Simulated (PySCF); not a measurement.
SnFCl₃, SMILES [F][Sn]([Cl])([Cl])[Cl].

Geometry optimised at PBE0-D3(BJ)/def2-SVP. The def2 effective core potentials stand for the cores of Sn; spin–orbit coupling is left out.

All values below come from PBE/def2-TZVP run with PySCF.

Symmetry labels are those of the subgroup Cs that the program uses (full group C3v).

Computed valence orbital energies around the gap with their symmetry:
```tsv
orbital	symmetry	energy (eV)
HOMO−7	A"	-9.60
HOMO−6	A'	-9.60
HOMO−5	A'	-8.87
HOMO−4	A'	-8.79
HOMO−3	A"	-8.79
HOMO−2	A"	-8.57
HOMO−1	A'	-8.57
HOMO	A"	-8.45
LUMO	A'	-4.41
LUMO+1	A'	-1.24
LUMO+2	A"	-0.84
LUMO+3	A'	-0.84
```
